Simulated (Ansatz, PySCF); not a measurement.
Complex: HF (SMILES F) (first 2 atoms) with C3H8 (SMILES CCC); geometry from B3LYP-D3(BJ)/def2-TZVP, rigid monomers moved along the line of their centres of mass till H2···C5 is 3.25 Å.
(charge 0, multiplicity 1):
```xyz
13

F     -0.362     0.091     0.369
H     -0.498     0.356     1.248
C      0.907    -1.141     4.479
C      0.167    -0.094     5.308
C     -0.646     0.874     4.452
H      1.479    -1.819     5.114
H      0.211    -1.745     3.892
H      1.604    -0.672     3.781
H      0.884     0.473     5.908
H     -0.500    -0.592     6.018
H     -1.171     1.616     5.054
H      0.004     1.428     3.765
H     -1.410     0.339     3.876
```

Interaction energies are E(AB) − E(A) − E(B) at the monomers' geometry in the complex; basis-set methods are counterpoise corrected.

Cores are frozen in the correlated methods.

The values were computed with Ansatz (Gaussian orbitals); PySCF for the dispersion terms. 

PBE/def2-TZVPPD gives -0.88 kcal/mol for the interaction energy.

Problem. Predict the shift from PBE, with its sign, for: PBE-D3(BJ)/def2-TZVPPD, r2SCAN/def2-TZVPPD, PBE0/def2-TZVPPD, wB97M-V/def2-TZVPPD, MP2/aug-cc-pVDZ, CCSD(T)/aug-cc-pVDZ.

Solution. PBE-D3(BJ)/def2-TZVPPD -0.38; r2SCAN/def2-TZVPPD -0.03; PBE0/def2-TZVPPD 0.10; wB97M-V/def2-TZVPPD -0.07; MP2/aug-cc-pVDZ 0.04; CCSD(T)/aug-cc-pVDZ 0.02 kcal/mol. 3 of 6 lie above PBE; the widest gap is to PBE-D3(BJ)/def2-TZVPPD.

Ansatz is a first-principles code.
